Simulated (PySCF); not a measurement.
Labels have come off several samples. The candidates:

A. SMILES C=C[P@]1(=O)C=CC(C)=C1
B. `[Si@H](N=C)(Cl)C1=C(Cl)CC1`
C. SMILES COc1cc(C)ccp1

Spectrum 1. 13C{1H} NMR (computed): δ 158.4 (C), 149.5 (CH), 144.9 (CH2), 141.4 (CH), 138.0 (CH), 131.5 (CH), 22.3 (CH3).

Spectrum 2. 13C{1H} NMR (computed): δ 205.2 (C), 161.0 (CH), 147.2 (C), 133.7 (CH), 128.1 (CH), 59.6 (CH3), 26.3 (CH3).

Spectrum 3. 13C{1H} NMR (computed): δ 173.7 (CH2), 155.7 (C), 149.9 (C), 41.6 (CH2), 29.1 (CH2).

[PySCF: NMR shieldings at PBE0/pcSseg-1/GIAO; GFN2-xTB structure; no solvent; non-relativistic Hamiltonian; a single conformation; rapidly exchanging positions averaged]

Referencing at the same level of theory: TMS for 13C (186.93 ppm). Splittings of carbon signals by F and P are missing where no couplings were computed. Shifts are as computed. Against solution values, carbons near 30 ppm lie about +3 ppm off and those near 130 ppm about +5 ppm; carbons on Cl a further +6 ppm. Of 1211 compounds with measured shifts, 218 miss one by over three times the rms of a fit or turn the order of signals round; such compounds aren't used in these exercises. Carbons bonded to Cl come out too deshielded.

**Question.** Match each spectrum to its structure.

**Answer.** 1–A, 2–C, 3–B.

- Spectrum 1 (A): 7 13C signals; δC 158.4 is a fully substituted alkene carbon; δC 149.5 is an alkene CH.
- Spectrum 2 (C): 7 13C signals; δC 205.2 is an aromatic carbon bearing oxygen; δC 133.7 is an aromatic CH.
- Spectrum 3 (B): 5 13C signals; δC 155.7 is a fully substituted alkene carbon; δC 149.9 is a fully substituted alkene carbon.
